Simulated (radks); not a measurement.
Coherent X-ray form factor from a spherical all-electron density. Method: scalar-relativistic Kohn-Sham, LDA (Slater exchange, Perdew-Wang correlation), spin-polarised, spherical densities, finite nucleus; Fermi nuclear charge, rms radius of each element as measured or else 0.836 A^(1/3) + 0.57 fm; computed with a radial shooting solver on a logarithmic mesh with Libxc functionals.

sin(theta)/lambda (1/angstrom),f0 (electrons)
0.05,4.854
0.1,4.462
0.15,3.931
0.2,3.376
0.25,2.879
0.3,2.477
0.4,1.954
0.5,1.684
0.6,1.531
0.8,1.315
1,1.108
1.25,0.862
1.5,0.654
2,0.371

The species is in the configuration that NIST lists as its ground one. Which atom or ion scatters so?

Answer. The carbon ion C+, [He] 2s2 2p1. Extrapolating in s^2 from the first two rows gives f0(0) = 5.0, near the electron count 5; among species with that count, the fall with angle is slower the higher Z, and the table is that of Z = 6; from so few rows the species is fixed only to a neighbour or two.
